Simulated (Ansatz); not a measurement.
Consider the formal hydrolysis of the Si–Te bond: `O[SiH]([SiH3])[TeH]` + H₂O → `O[SiH](O)[SiH3]` + H₂Te.

Computed with Ansatz on PBE0-D4/def2-TZVP structures; ΔE is electronic, products minus reactants. CBS: MP2 limit from def2 TZ/QZ plus the TZ coupled-cluster correction, frozen cores. This one scheme is used for every species. DFT in def2-TZVPP. def2 core potentials past Kr. For Te outer-core shells are correlated without core-valence functions, which leaves a few kJ/mol of doubt a bond. Each species was taken in one conformer, which may not be the lowest.

`O[SiH]([SiH3])[TeH]`:

```xyz
10

O    -2.165    0.080    0.226
Si   -0.735    0.451   -0.510
Si    0.912   -1.187   -0.225
Te    0.269    2.603    0.283
H    -2.201    0.165    1.181
H    -1.083    0.675   -1.934
H     1.328   -1.199    1.206
H     2.091   -0.856   -1.067
H     0.413   -2.542   -0.586
H     1.171    1.810    1.427
```

H₂O:

```xyz
3

O     0.242   -0.001   -0.305
H     0.072    0.722    0.303
H    -0.314   -0.720    0.002
```

`O[SiH](O)[SiH3]`:

Z-matrix (Å, degrees):
```
Si
O 1 1.647
Si 1 2.344 2 104.5
O 1 1.648 2 112.8 3 -122.1
H 1 1.486 2 110.8 3 123.0
H 2 0.959 1 117.7 3 -172.2
H 3 1.487 1 111.3 2 55.4
H 3 1.490 1 109.9 2 -65.1
H 3 1.489 1 110.0 2 175.9
H 4 0.959 1 117.5 2 65.5
```

H₂Te:

Z-matrix (Å, degrees):
```
Te
H 1 1.656
H 1 1.656 2 90.4
```

Q: Is it downhill or uphill in electronic energy at CCSD(T)/CBS, and by how much? (An estimate is asked.)

A: The calculation gave: Downhill: ΔE = -29.5 kJ/mol.

Q: What do these levels give: BLYP, BHLYP, CAM-B3LYP, LC-ωPBE, CCSD/def2-SVP, SCS-MP2/def2-TZVPP? (Best estimate.)

A: Computed: BLYP -47.0, BHLYP -53.2, CAM-B3LYP -55.9, LC-ωPBE -41.5, CCSD/def2-SVP -44.8, SCS-MP2/def2-TZVPP -40.9 kJ/mol.

Q: What do rigid-rotor, harmonic-oscillator terms from PBE0-D4/def2-TZVP frequencies (298.15 K, 1 bar) make of the CCSD(T)/CBS value? (Estimate.)

A: Ansatz gave: ΔZPE = -6.3 kJ/mol, ΔH = -38.7 kJ/mol, ΔS = -3 J/(mol·K), ΔG = -37.7 kJ/mol.

Largest T1 diagnostic among the species: 0.013.

From BLYP to BHLYP (50 % exact exchange), in def2-TZVPP and without D4, ΔE moves by −6.1 kJ/mol. The D4 term adds +10.0 kJ/mol with B3LYP and +5.5 kJ/mol with PBE0; it sums over pairs of atoms, weighted by their polarisabilities, and B3LYP, whose exchange is more repulsive, gets the larger term. At CCSD(T), def2-SVP lies −12.8 kJ/mol from the extrapolated value and def2-TZVPP −11.0 kJ/mol.

B3LYP here is the variant with VWN-RPA as its local correlation; programs differ in this.
